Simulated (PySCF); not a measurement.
C4H11NSi.
Structure used (PBE0-D3(BJ)/def2-SVP), in Å, numbered top down from 1:
```xyz
17
C4H11NSi angstrom
C     -2.0525   -0.1580   -0.1804
C     -0.6149    0.0400    0.2720
C      0.1727   -1.2756    0.3385
N      1.5735   -0.9320    0.4785
Si     1.9773    0.6190   -0.1871
C      0.1808    1.0217   -0.6086
H     -2.5890   -0.8612    0.4767
H     -2.0906   -0.5602   -1.2060
H     -2.6049    0.7939   -0.1745
H     -0.6228    0.4511    1.2981
H     -0.1803   -1.8805    1.1930
H     -0.0361   -1.8708   -0.5773
H      2.2100   -1.6838    0.7039
H      2.8782    0.5857   -1.3876
H      2.6232    1.5486    0.7968
H     -0.1184    2.0667   -0.4374
H      0.0074    0.8036   -1.6777
```

The closed-shell ground state was solved at several levels (PySCF, density fitting, gas phase, non-relativistic).

```csv
level,basis functions,HOMO (eV),LUMO (eV),gap (eV),dipole (D)
B3LYP/pcSseg-1,164,-6.23,0.68,6.91,0.92
PBE0/pcSseg-1,164,-6.46,0.90,7.36,0.95
```

Q: Estimate the row for CAM-B3LYP/def2-SVPD, a basis of 212 functions; the other rows only guide the guess.

A: HOMO -7.90 eV, LUMO 1.30 eV, gap 9.20 eV, dipole 0.87 D.

Q: Over all these levels, which gives the widest orbital gap and which the narrowest?

A: CAM-B3LYP/def2-SVPD (range-separated hybrid) has the widest, 9.20 eV, and B3LYP/pcSseg-1 (global hybrid, 20 % exact exchange) the narrowest, 6.91 eV. Functional and basis both differ between the two, so the spread mixes both effects.

Q: How far do the dipole and the HOMO energy spread over the levels?

A: The dipole runs from 0.87 to 0.95 D (mean 0.91 D) and the HOMO from -7.90 to -6.23 eV.

One conformer stands for the species.
